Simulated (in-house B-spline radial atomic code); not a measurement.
RPA and G0W0 for the praseodymium ion Pr⁵⁺, [Kr] 4d10 5s2 5p6, as one setting changes: the share of exact exchange in the PBE hybrid start. A dash marks a level of low quasi-particle weight. Computed with a B-spline radial code for spherical atoms: all electrons, scalar-relativistic (spin-free one-electron X2C), finite nucleus, each spin shell either full or empty, empty states to l = 9 with an (l + 1/2)⁻⁴ tail; G0W0 by contour deformation at full frequency.

Spin-orbit coupling, left out, splits p levels strongly here.

```json
{"share of exact exchange in the PBE hybrid start": "0", "mean-field level (eV)": "-76.79", "G0W0 level (eV)": "-", "RPA correlation (Eh)": "-4.4821"}
{"share of exact exchange in the PBE hybrid start": "0.1", "mean-field level (eV)": "?", "G0W0 level (eV)": "?", "RPA correlation (Eh)": "?"}
{"share of exact exchange in the PBE hybrid start": "0.2", "mean-field level (eV)": "-78.39", "G0W0 level (eV)": "5p -83.92", "RPA correlation (Eh)": "-4.3991"}
{"share of exact exchange in the PBE hybrid start": "0.3", "mean-field level (eV)": "-79.19", "G0W0 level (eV)": "5p -84.03", "RPA correlation (Eh)": "-4.3612"}
{"share of exact exchange in the PBE hybrid start": "0.4", "mean-field level (eV)": "?", "G0W0 level (eV)": "?", "RPA correlation (Eh)": "?"}
{"share of exact exchange in the PBE hybrid start": "0.5", "mean-field level (eV)": "-80.78", "G0W0 level (eV)": "5p -84.16", "RPA correlation (Eh)": "-4.2899"}
{"share of exact exchange in the PBE hybrid start": "0.6", "mean-field level (eV)": "-81.58", "G0W0 level (eV)": "5p -84.20", "RPA correlation (Eh)": "-4.2562"}
{"share of exact exchange in the PBE hybrid start": "0.7", "mean-field level (eV)": "-82.37", "G0W0 level (eV)": "5p -84.24", "RPA correlation (Eh)": "-4.2235"}
{"share of exact exchange in the PBE hybrid start": "0.8", "mean-field level (eV)": "-83.17", "G0W0 level (eV)": "5p -84.27", "RPA correlation (Eh)": "-4.1919"}
{"share of exact exchange in the PBE hybrid start": "0.9", "mean-field level (eV)": "-83.97", "G0W0 level (eV)": "5p -84.29", "RPA correlation (Eh)": "-4.1611"}
{"share of exact exchange in the PBE hybrid start": "1", "mean-field level (eV)": "-84.77", "G0W0 level (eV)": "5p -84.32", "RPA correlation (Eh)": "-4.1312"}
```

Question: What belongs in the row for 0.1?

Answer: mean-field level (eV): -77.59; G0W0 level (eV): 5p -83.73; RPA correlation (Eh): -4.4392.

Question: What belongs in the row for 0.4?

Answer: mean-field level (eV): -79.98; G0W0 level (eV): 5p -84.10; RPA correlation (Eh): -4.3248.

Question: At what share of exact exchange does G0W0 leave the highest level unchanged?

Answer: Near 0.94, where the shift changes sign (-0.326 eV at 0.9, +0.447 eV at 1).
